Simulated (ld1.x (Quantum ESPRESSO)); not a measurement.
What the settings do to the PAW potential of V

Base potential:

V (Z = 23), PAW, made with ld1.x (Quantum ESPRESSO) 7.5 (PBEsol, non-relativistic). Core [Ne], reference 3s2 3p6 3d3 4s0 4p0 (charge +2). Waves: 3s (bound): rcut 1.40, rcutus 1.55 bohr; 4s (bound, empty): rcut 1.40, rcutus 1.55 bohr; 3p (bound): rcut 1.55, rcutus 1.75 bohr; 4p (bound, empty): rcut 1.55, rcutus 1.75 bohr; 3d (bound): rcut 2.05, rcutus 2.35 bohr; 3d channel at 3.35 Ry: rcut 2.05, rcutus 2.35 bohr. Local part: all-electron potential smoothed inside 2.30 bohr (lloc = -1). Core correction: a·sin(br)/r model core, default radius (ld1.x builds one for every PAW set, though the input has nlcc=.false.). Augmentation charge: BG, radius 1.00 bohr.

Cutoffs, loose and tight: the cutoffs (Ry, on a coarse ladder) from which the occupation-weighted sum of valence levels, in a spherical-Bessel basis at the reference potential, stays within 10 and 1 mRy of its value at 400 Ry. They do not see the model core or the augmentation charge, which bear on the density cutoff. Test errors are all-electron minus pseudo excitation energies from the reference, over the configurations 3s2 3p6 3d3 4s2 4p0; 3s2 3p6 3d3 4s1 4p0; 3s2 3p6 3d2 4s0 4p0; 3s2 3p6 3d3 4s1.5 4p0; 3s1 3p6 3d3 4s2 4p0; 3s2 3p6 3d3 4s0 4p2; 3s2 3p6 3d3 4s1 4p1. A dash means not determined; rows that change the core or the reference have their own tests.

```csv
change,outcome,"cutoff, loose","cutoff, tight",bound ghosts,largest test error (meV)
base,generated,30 Ry,45 Ry,none,test run stopped at test 1 of 7 (negative rho)
"all radii but the core radius scaled by about 0.74 (s 1.16, p 1.30, d 1.74 bohr, rcut 1.04/1.16/1.52); local potential all-electron potential smoothed inside 1.72 bohr (lloc = -1); augmentation BG, radius 0.74 bohr",generated,50 Ry,90 Ry,none,test run stopped at test 1 of 7 (negative rho)
"all radii but the core radius scaled by about 0.81 (s 1.26, p 1.42, d 1.90 bohr, rcut 1.14/1.26/1.66); local potential all-electron potential smoothed inside 1.86 bohr (lloc = -1); augmentation BG, radius 0.80 bohr",generated,40 Ry,80 Ry,none,+55
"all radii but the core radius scaled by about 0.87 (s 1.36, p 1.52, d 2.06 bohr, rcut 1.22/1.36/1.80); local potential all-electron potential smoothed inside 2.02 bohr (lloc = -1); augmentation BG, radius 0.88 bohr",generated,35 Ry,70 Ry,none,+101
"all radii but the core radius scaled by about 0.95 (s 1.46, p 1.66, d 2.22 bohr, rcut 1.32/1.46/1.94); local potential all-electron potential smoothed inside 2.18 bohr (lloc = -1); augmentation BG, radius 0.94 bohr",generated,30 Ry,50 Ry,none,test run stopped at test 1 of 7 (negative rho)
"all radii but the core radius scaled by about 1.09 (s 1.68, p 1.90, d 2.56 bohr, rcut 1.52/1.68/2.22); local potential all-electron potential smoothed inside 2.50 bohr (lloc = -1); augmentation BG, radius 1.08 bohr",generated,25 Ry,40 Ry,none,test run stopped at test 1 of 7 (negative rho)
"all radii but the core radius scaled by about 1.19 (s 1.84, p 2.08, d 2.80 bohr, rcut 1.66/1.84/2.44); local potential all-electron potential smoothed inside 2.74 bohr (lloc = -1); augmentation BG, radius 1.18 bohr",generated,18 Ry,35 Ry,none,test run stopped at test 1 of 7 (negative rho)
"all radii but the core radius scaled by about 1.25 (s 1.94, p 2.18, d 2.94 bohr, rcut 1.76/1.94/2.56); local potential all-electron potential smoothed inside 2.88 bohr (lloc = -1); augmentation BG, radius 1.26 bohr",generated,18 Ry,30 Ry,none,test run stopped at test 1 of 7 (negative rho)
"all radii but the core radius scaled by about 1.32 (s 2.04, p 2.30, d 3.10 bohr, rcut 1.84/2.04/2.70); local potential all-electron potential smoothed inside 3.04 bohr (lloc = -1); augmentation BG, radius 1.32 bohr",generated,15 Ry,25 Ry,none,test run stopped at test 1 of 7 (negative rho)
"all radii but the core radius scaled by about 1.39 (s 2.16, p 2.44, d 3.28 bohr, rcut 1.94/2.16/2.86); local potential all-electron potential smoothed inside 3.20 bohr (lloc = -1); augmentation BG, radius 1.40 bohr",generated,15 Ry,25 Ry,none,test run stopped at test 1 of 7 (negative rho)
```

Reading the sweep of the scale of all radii but the core radius (base = 1) (base included, trends over the rows without a ghost): The loose cutoff falls from 50 Ry at 0.74 to 15 Ry at 1.39. A larger radius leaves more room for a smooth pseudo-wave, so fewer plane waves are needed; a smaller one forces it to follow the all-electron wave where it bends sharply.
